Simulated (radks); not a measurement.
The nuclear charge of the beryllium ion Be+ is varied continuously with 3 electrons held in [He] 2s1. All-electron calculation, Dirac Kohn-Sham, PBEsol, spin-unpolarised, spherical densities, point nucleus. Program: a radial shooting solver on a logarithmic mesh with Libxc functionals. By the Hellmann-Feynman theorem dE/dZ = E(electron-nucleus)/Z, the electronic potential at the nucleus.

Z    E (hartree)  E(electron-nucleus)/Z (hartree)   HOMO  e(HOMO) (eV)  <r> HOMO (bohr)
3       -7.38782                         -5.67099  2s1/2        -2.822            3.945
3.5    -10.50569                         -6.80005  2s1/2        -7.317            2.892
4      -14.18762                         -7.92753  2s1/2       -13.577            2.301
4.5    -18.43316                         -9.05463  2s1/2       -21.569            1.918
5      -23.24226                         -10.1818  2s1/2       -31.279            1.646

The central difference of E at Z = 4 is -7.927 hartree, to compare with the third column; the second derivative is -2.25 hartree.
